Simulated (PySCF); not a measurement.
## Gold: a sound run and one with changed settings

Sound run: Au+ [Xe] 4f14 5d10, Au(2+) [Xe] 4f14 5d9. Computed with PySCF 2.14 in def2-SVP with the def2 core potential (60 electrons), with a scalar-relativistic core potential. The sound run starts from symmetry-adapted Hartree-Fock orbitals and uses a fine grid where one is needed.

Changed run: radial step 0.8 in ln r (0.13 in the sound run). This setting is unsound on purpose.

```csv
species,method,sound run (hartree),changed run (hartree),converged
Au+,UHF,-134.50244,-134.50244,yes
Au+,r2SCAN,-135.40433,-135.53047,yes
Au+,MN15,-135.12189,-135.75369,yes
Au(2+),UHF,-133.80199,-133.80199,yes
Au(2+),r2SCAN,-134.64069,-134.74256,yes
Au(2+),MN15,-134.35389,-134.97748,yes
```

Ionisation energy of Au+:

```json
{"method": "UHF", "sound run (eV)": "19.060", "changed run (eV)": "19.060"}
{"method": "r2SCAN", "sound run (eV)": "20.780", "changed run (eV)": "21.440"}
{"method": "MN15", "sound run (eV)": "20.899", "changed run (eV)": "21.122"}
```

A coarse radial grid mis-integrates the density and the exchange-correlation energy, with errors of either sign; Hartree-Fock needs no grid.

For comparison, NIST gives 20.203 ± 0.025 eV between the lowest levels.
